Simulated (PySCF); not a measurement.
## Which basis set comes closest?

Molecule: `CC(C(OC)=O)(C)C`, C$_{6}$H$_{12}$O$_{2}$.

Bonds (- single, = double, # triple, : aromatic): C1-O2, O2-C3, C3=O4, C3-C5, C5-C6, C5-C7, C5-C8. C1 carries H9, H10, H11; C6 carries H12, H13, H14; C7 carries H15, H16, H17; C8 carries H18, H19, H20.

Geometry PBE0-D3(BJ)/def2-SVP throughout; GIAO in PySCF 2.14.0 with density-fitted response routines, gas phase, one conformer, non-relativistic; equivalent atoms averaged; functional PBE0.

Reference values (measured; solution, not stated per compound (mostly CDCl3 or CCl4); Pretsch, Buehlmann, Badertscher, Structure Determination of Organic Compounds, 4th ed. (2009)): δ(C5) = 38.7 ppm, δ(C6/C7/C8) = 27.3 ppm, δ(H12/H13/H14/H15/H16/H17/H18/H19/H20) = 1.20 ppm. Computed shifts are taken against TMS, calculated as an isolated molecule at each level.

Q: How do the basis sets STO-3G, pcSseg-0, 6-31G, 6-31G*, cc-pVDZ, def2-SVP, pcSseg-1, 6-311+G(2d,p), aug-cc-pVDZ, def2-TZVP perform against the reference? Times are CPU seconds on shared hosts with different chips, so compare them loosely.

A: 
| basis set | functions | C5 | C6/C7/C8 | H12/H13/H14/H15/H16/H17/H18/H19/H20 | mean abs. error C | abs. error H | core-s |
| --- | --- | --- | --- | --- | --- | --- | --- |
| STO-3G | 52 | 36.9 | 25.9 | 1.07 | 1.6 | 0.13 | 7.2 |
| pcSseg-0 | 96 | 40.4 | 31.1 | 1.38 | 2.7 | 0.18 | 13 |
| 6-31G | 96 | 39.5 | 28.6 | 1.37 | 1.0 | 0.17 | 15 |
| 6-31G* | 136 | 36.5 | 27.1 | 1.18 | 1.2 | 0.02 | 22 |
| cc-pVDZ | 172 | 41.2 | 28.6 | 1.09 | 1.9 | 0.11 | 37 |
| def2-SVP | 172 | 36.5 | 27.8 | 1.03 | 1.4 | 0.17 | 32 |
| pcSseg-1 | 196 | 38.9 | 28.7 | 1.14 | 0.8 | 0.06 | 49 |
| 6-311+G(2d,p) | 288 | 40.3 | 27.4 | 1.11 | 0.8 | 0.09 | 68 |
| aug-cc-pVDZ | 292 | 41.1 | 27.1 | 1.18 | 1.3 | 0.02 | 81 |
| def2-TZVP | 320 | 40.5 | 28.3 | 1.11 | 1.4 | 0.09 | 96 |

For ¹³C the closest is pcSseg-1 (0.8 ppm, with 6-311+G(2d,p), 6-31G practically level) and the furthest pcSseg-0 (2.7 ppm).

For ¹H the closest is 6-31G* (0.02 ppm, with aug-cc-pVDZ practically level) and the furthest pcSseg-0 (0.18 ppm). Where a smaller basis beats a larger one, errors probably cancel. One molecule is a small sample, and vibrational and solvent effects are absent from the calculation.

A small basis that lands close on one nucleus may do so by chance; judge by the trend and by all nuclei.
